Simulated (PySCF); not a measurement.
Changes within a family of molecules, several properties at once.

PySCF, CAM-B3LYP/def2-SVPD, density fitting, gas phase; each molecule at its own PBE0-D3(BJ)/def2-SVP geometry, one conformer. Singlet excitations by full TDDFT with frozen cores, triplets by Tamm–Dancoff TDDFT and ionisation energies by ΔSCF, from the lowest of the holes tried. 

Torsions of the conformers computed, which needn't be the lowest (atom-mapped SMILES):
- `[CH3:1][CH2:2][CH2:3][N:4]([CH3:5])[GeH3:6]`: C1–C2–C3–N4 -59°, C2–C3–N4–C5 -64°
- `[CH3:1][O:2][B:3]([CH2:4][N:5]([CH3:6])[GeH3:7])[O:8][CH3:9]`: C1–O2–B3–C4 -3°, O2–B3–C4–N5 174°, B3–C4–N5–C6 180°, O2–B3–O8–C9 -1°
- `[CH3:1]/[N:2]=[CH:3]/[CH2:4][N:5]([CH3:6])[GeH3:7]`: N2–C3–C4–N5 -15°, C3–C4–N5–C6 -78°
- `[CH3:1][N:2]([GeH3:3])[CH2:4][CH2:5][NH2:6]`: C1–N2–C4–C5 -82°, N2–C4–C5–N6 -63°, H–N6–C5–C4 -78°, H–N6–C5–C4 162°
- `[CH3:1][N:2]([GeH3:3])[CH2:4][B:5]([OH:6])[OH:7]`: C1–N2–C4–B5 -171°, N2–C4–B5–O6 20°, H–O6–B5–C4 180°, H–O7–B5–C4 5°
- `[CH3:1][C:2]#[C:3][CH2:4][N:5]([CH3:6])[GeH3:7]`: C3–C4–N5–C6 -65°

Reference: `CCC[N](C)[GeH3]`, with HOMO energy -7.38 eV, LUMO energy 1.01 eV, lowest singlet excitation 5.51 eV, lowest triplet excitation 5.29 eV, mean polarisability 89.4 au, dipole moment 0.55 D and vertical ionisation energy 7.91 eV.

Changes against it:

```csv
molecule,Δ HOMO energy (eV),Δ LUMO energy (eV),Δ lowest singlet excitation (eV),Δ lowest triplet excitation (eV),Δ mean polarisability (au),Δ dipole moment (D),Δ vertical ionisation energy (eV)
C[N]([GeH3])CCN,+0.12,+0.04,+0.06,+0.17,-2.6,+1.90,-0.09
C[N]([GeH3])CB(O)O,+0.13,-0.58,-0.32,-0.19,-3.2,+1.37,-0.10
CC#CC[N](C)[GeH3],-0.27,-0.04,+0.03,-0.04,+12.2,0.00,+0.23
```

Rows whose labels were lost:

```
row  Δ HOMO energy (eV)  Δ LUMO energy (eV)  Δ lowest singlet excitation (eV)  Δ lowest triplet excitation (eV)  Δ mean polarisability (au)  Δ dipole moment (D)  Δ vertical ionisation energy (eV)
  P               -0.07               -0.02                             -0.45                             -0.88                        +7.6                +1.57                              +0.08
  Q               +0.23               -0.25                             -0.25                             -0.13                       +21.2                +1.84                              -0.25
```

Q: Which row belongs to which of `COB(C[N](C)[GeH3])OC` and `C/N=C/C[N](C)[GeH3]`?

A: P = `C/N=C/C[N](C)[GeH3]` and Q = `COB(C[N](C)[GeH3])OC`. P and Q are told apart most clearly by the mean polarisability (+7.6 against +21.2 au).

Q: Which row has the smallest HOMO–LUMO gap and which the largest, and does the HOMO or the LUMO shift more there?

A: Smallest, counted from the reference: `C[N]([GeH3])CB(O)O`, -0.71 eV (HOMO +0.13, LUMO -0.58), the larger shift being that of the LUMO. Largest: `CC#CC[N](C)[GeH3]`, +0.23 eV (HOMO -0.27, LUMO -0.04), the larger shift being that of the HOMO.
